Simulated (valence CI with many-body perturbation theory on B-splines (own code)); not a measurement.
**Hf23+: calculated level list**

Method: configuration interaction combined with many-body perturbation theory (CI+MBPT): three valence electrons over a frozen Dirac-Fock core [Kr] 4d10, a basis of 7 s, 7 p, 7 d, 7 f, 4 g, 2 h functions for each j, with the one-electron correlation potential Σ1 (screened to all orders), the two-electron term Σ2, the three-electron term Σ3, Breit, model QED; selected single and double excitations, second order for the rest, scaled by the run's own slope (own B-spline code, finite nucleus).

No measured spectrum was set against this ion. As an estimate, terms of the open shell hold to a few per cent of their energy, and close levels can change places. Excitations out of the core, of the other parity, are not computed and may begin above about 152 eV (a cautious bound); beyond it only levels of the ground parity were kept, without lifetimes.

Levels 91 to 135 of 136, with energies above the lowest level, (4f5/2^3) J=9/2. "Leading %" is the weight of the configuration and term that name the level; weights of strongly mixed levels are sums over their largest components and can fall short. In the jj column 3d3/2^4 stands for four electrons in 3d with j = 3/2. Lifetimes count E1, E2, E3, M1 and M2 decay at the calculated energies, and are blank where another channel may lead or the interval is too uncertain; long ones can be off by a factor of two.

| No. | Configuration | Term | J | E (cm⁻¹) | Leading % | Lifetime | Leading jj | Second component |
| --- | --- | --- | --- | --- | --- | --- | --- | --- |
| 91 | 4f²5p | ⁴H° | 9/2 | 1190000 | 34 | 21.9 ps | 4f5/2^2 5p3/2 (91 %) | 30 % 4f²5p ²H° |
| 92 | 4f²5p | ⁴I° | 11/2 | 1200100 | 40 | 21.4 ps | 4f5/2^2 5p3/2 (74 %) | 25 % 4f²5p ⁴H° |
| 93 | 4f²5p | ⁴G° | 5/2 | 1202400 | 81 | 20.6 ps | 4f5/2^2 5p3/2 (95 %) | 13 % 4f²5p ²F° |
| 94 | 4f²5p | ⁴F° | 3/2 | 1209100 | 42 | 21.6 ps | 4f5/2^2 5p3/2 (85 %) | 31 % 4f²5p ⁴D° |
| 95 | 4f²5p | ⁴D° | 1/2 | 1210400 | 86 | 21.4 ps | 4f5/2^2 5p3/2 (82 %) | 10 % 4f²5p ²P° |
| 96 | 4f²5p | ⁴G° | 9/2 | 1210400 | 38 | 22.1 ps | 4f5/2 4f7/2 5p3/2 (99 %) | 32 % 4f²5p ²H° |
| 97 | 4f²5p | ²I° | 11/2 | 1214200 | 39 | 21.8 ps | 4f5/2 4f7/2 5p3/2 (76 %) | 31 % 4f²5p ²H° |
| 98 | 4f²5p | ⁴F° | 5/2 | 1216200 | 50 | 21.0 ps | 4f5/2^2 5p3/2 (66 %) | 17 % 4f²5p ⁴D° |
| 99 | 4f²5p | ⁴I° | 13/2 | 1216600 | 67 | 21.4 ps | 4f5/2 4f7/2 5p3/2 (87 %) | 25 % 4f²5p ⁴H° |
| 100 | 4f²5p | ⁴G° | 7/2 | 1217200 | 38 | 21.0 ps | 4f5/2^2 5p3/2 (71 %) | 23 % 4f²5p ²G° |
| 101 | 4f²5p | ⁴G° | 11/2 | 1221300 | 46 | 21.9 ps | 4f5/2 4f7/2 5p3/2 (72 %) | 18 % 4f²5p ²I° |
| 102 | 4f²5p | ⁴G° | 7/2 | 1222200 | 37 | 21.2 ps | 4f5/2 4f7/2 5p3/2 (97 %) | 29 % 4f²5p ⁴F° |
| 103 | 4f²5p | ⁴D° | 3/2 | 1226800 | 54 | 21.8 ps | 4f5/2 4f7/2 5p3/2 (97 %) | 35 % 4f²5p ²D° |
| 104 | 4f²5p | ²F° | 7/2 | 1227100 | 39 | 21.5 ps | 4f5/2 4f7/2 5p3/2 (84 %) | 36 % 4f²5p ²G° |
| 105 | 4f²5p | ⁴F° | 9/2 | 1228400 | 31 | 21.1 ps | 4f5/2 4f7/2 5p3/2 (95 %) | 26 % 4f²5p ²G° |
| 106 | 4f²5p | ²F° | 5/2 | 1229600 | 41 |  | 4f5/2 4f7/2 5p3/2 (94 %) | 31 % 4f²5p ⁴D° |
| 107 | 4f²5p | ⁴G° | 9/2 | 1231500 | 47 |  | 4f5/2 4f7/2 5p3/2 (92 %) | 43 % 4f²5p ²G° |
| 108 | 4f²5p | ⁴I° | 15/2 | 1233400 | 97 |  | 4f7/2^2 5p3/2 (72 %) |  |
| 109 | 4f²5p | ²I° | 13/2 | 1234600 | 58 |  | 4f7/2^2 5p3/2 (55 %) | 38 % 4f²5p ⁴H° |
| 110 | 4f²5p | ²F° | 5/2 | 1234700 | 56 |  | 4f5/2 4f7/2 5p3/2 (84 %) | 14 % 4f²5p ²D° |
| 111 | 4f²5p | ²G° | 7/2 | 1237500 | 45 |  | 4f5/2 4f7/2 5p3/2 (89 %) | 26 % 4f²5p ⁴F° |
| 112 | 4f²5p | ⁴G° | 11/2 | 1237800 | 46 |  | 4f5/2 4f7/2 5p3/2 (58 %) | 40 % 4f²5p ²H° |
| 113 | 4f²5p | ²G° | 9/2 | 1243100 | 55 |  | 4f7/2^2 5p3/2 (86 %) | 19 % 4f²5p ⁴F° |
| 114 | 4f²5p | ²H° | 11/2 | 1250700 | 52 |  | 4f7/2^2 5p3/2 (91 %) | 38 % 4f²5p ⁴G° |
| 115 | 4f²5p | ²P° | 1/2 | 1251600 | 41 |  | 4f5/2 4f7/2 5p3/2 (82 %) | 29 % 4f²5p ²S° |
| 116 | 4f²5p | ²F° | 5/2 | 1253500 | 48 |  | 4f7/2^2 5p3/2 (94 %) | 30 % 4f²5p ²D° |
| 117 | 4f²5p | ⁴S° | 3/2 | 1254500 | 32 |  | 4f5/2 4f7/2 5p3/2 (66 %) | 19 % 4f²5p ⁴P° |
| 118 | 4f²5p | ²F° | 7/2 | 1256600 | 47 |  | 4f7/2^2 5p3/2 (72 %) | 20 % 4f²5p ²G° |
| 119 | 4f²5p | ²G° | 9/2 | 1259100 | 60 |  | 4f7/2^2 5p3/2 (75 %) | 23 % 4f²5p ⁴F° |
| 120 | 4f²5p | ²I° | 13/2 | 1260300 | 61 |  | 4f5/2 4f7/2 5p3/2 (67 %) | 36 % 4f²5p ²K° |
| 121 | 4f²5p | ²F° | 7/2 | 1261100 | 59 |  | 4f5/2 4f7/2 5p3/2 (64 %) | 16 % 4f²5p ⁴D° |
| 122 | 4f²5p | ⁴P° | 3/2 | 1266600 | 29 |  | 4f5/2^2 5p3/2 (37 %) | 26 % 4f²5p ²D° |
| 123 | 4f²5p | ²D° | 5/2 | 1268600 | 62 |  | 4f5/2 4f7/2 5p3/2 (68 %) | 13 % 4f²5p ²F° |
| 124 | 4f²5p | ²H° | 11/2 | 1270700 | 52 |  | 4f5/2 4f7/2 5p3/2 (58 %) | 43 % 4f²5p ²I° |
| 125 | 4f²5p | ²P° | 1/2 | 1273400 | 45 |  | 4f7/2^2 5p3/2 (67 %) | 25 % 4f²5p ⁴P° |
| 126 | 4f²5p | ⁴D° | 5/2 | 1275400 | 50 |  | 4f5/2 4f7/2 5p3/2 (97 %) | 29 % 4f²5p ⁴P° |
| 127 | 4f²5p | ²D° | 3/2 | 1275800 | 64 |  | 4f5/2 4f7/2 5p3/2 (61 %) | 15 % 4f²5p ⁴D° |
| 128 | 4f²5p | ²K° | 15/2 | 1281800 | 97 |  | 4f5/2 4f7/2 5p3/2 (72 %) |  |
| 129 | 4f²5p | ⁴D° | 7/2 | 1285800 | 62 |  | 4f7/2^2 5p3/2 (90 %) | 33 % 4f²5p ²F° |
| 130 | 4f²5p | ²H° | 9/2 | 1291500 | 95 |  | 4f5/2 4f7/2 5p3/2 (67 %) |  |
| 131 | 4f²5p | ²P° | 1/2 | 1295700 | 84 |  | 4f5/2 4f7/2 5p3/2 (74 %) | 11 % 4f²5p ⁴D° |
| 132 | 4f²5p | ²D° | 5/2 | 1296900 | 49 |  | 4f7/2^2 5p3/2 (86 %) | 41 % 4f²5p ⁴P° |
| 133 | 4f²5p | ²P° | 3/2 | 1299200 | 57 |  | 4f7/2^2 5p3/2 (63 %) | 24 % 4f²5p ²D° |
| 134 | 4f²5p | ²P° | 3/2 | 1358500 | 94 |  | 4f7/2^2 5p3/2 (80 %) |  |
| 135 | 4f5s² | ²F° | 5/2 | 1470100 | 99 |  | 4f5/2 5s^2 (99 %) |  |

Where two levels of one J and parity lie close, their mixing, g and order are uncertain.
